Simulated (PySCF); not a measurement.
Species: C4H3N2Si (doublet state).
Structure used (GFN2-xTB), in Å, numbered top down from 1:
```
atom  x, y, z in Å
N1    -1.4350    2.7350    0.7038
C2    -0.7762    1.8736    0.3279
C3     0.0055    0.7839   -0.0947
C4    -0.7557   -0.4118   -0.7393
Si5    0.0142   -0.8510    0.9207
C6     1.6216   -1.7680    0.8906
N7     2.5691   -2.3993    1.0394
H8     0.9250    1.0864   -0.5851
H9    -1.8253   -0.2653   -0.8189
H10   -0.3343   -0.7789   -1.6669
```

The species is `N#C[C@@H]1C[Si]1C#N` [radical].

Level of theory: PySCF 2.14.0, UKS B3LYP, pcH-1 on C H N Si, non-relativistic, mean-field spin-orbit, GIAO. Isolated species at its GFN2-xTB geometry, gas phase. Couplings are sensitive to structure, and on GFN2-xTB geometries they can be far from those on DFT ones, by a factor of two or more for some ions and for spin on atoms past the first row. The SCF solution wasn't tested for stability.

(1) Give the isotropic g value and a_iso(13C) at C6.

(2) For one electron spin and this one nucleus (I = 1/2, g_N = 1.4048), compare first-order, second-order and exact resonance fields at 9.48 GHz.

(3) Someone takes the midpoint and the distance of the outer exact lines at face value. What g and a result?

Answers

(1) g_iso = 2.00579 and a = +74.76 MHz, or +2.663 mT (Mulliken spin population -0.01). 13C makes up about 1.07 % of the natural element, so this concerns labelled samples or satellites.

(2) First order: B = B0 − a·mI with B0 = 337.684 mT. Second order subtracts a²[I(I+1) − mI²]/(2B0). The exact fields come from the Breit–Rabi levels of H = g μB B Sz − g_N μN B Iz + a S·I.

| mI | first order (mT) | second order (mT) | exact (mT) | exact − first order |
| --- | --- | --- | --- | --- |
| −1/2 | 339.015 | 339.010 | 339.010 | -0.005 |
| +1/2 | 336.352 | 336.347 | 336.347 | -0.005 |

(3) Their midpoint, 337.679 mT, gives an apparent g of 2.00583 (true 2.00579), and their distance over 2I an apparent |a| of 2.663 mT (true 2.663).

Other couplings of abundant isotopes, left aside here: 1 × 1H 6 MHz, 1 × 1H 6 MHz, 1 × 1H 2 MHz, 1 × 14N 2 MHz.
